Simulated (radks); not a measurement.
Q: These are the eigenvalues of the occupied orbitals of an atom or ion with whole-number occupations (eV). Method: scalar-relativistic Kohn-Sham, LB94 model potential, spin-polarised, spherical densities, finite nucleus; Fermi nuclear charge, rms radius of each element as measured or else 0.836 A^(1/3) + 0.57 fm; computed with a radial shooting solver on a logarithmic mesh with Libxc functionals.

orbital  eigenvalue
1s        -56447.78
2s        -12788.85
2p        -11872.79

Which element is it, and in what charge state? The configuration may be excited. Open shells, if any, are filled with parallel spins first.

A: Z = 65, terbium, charge +55: Tb55+ in [Ne]. The list shows which subshells hold electrons but not how many an open one holds; the 1s level, -2074.4 hartree, gives Z - s = 64.4 by -(Z - s)^2/2, which with screening and relativity narrows Z to a few neighbours, and the depths of the outer levels then fix element, charge and occupations together.
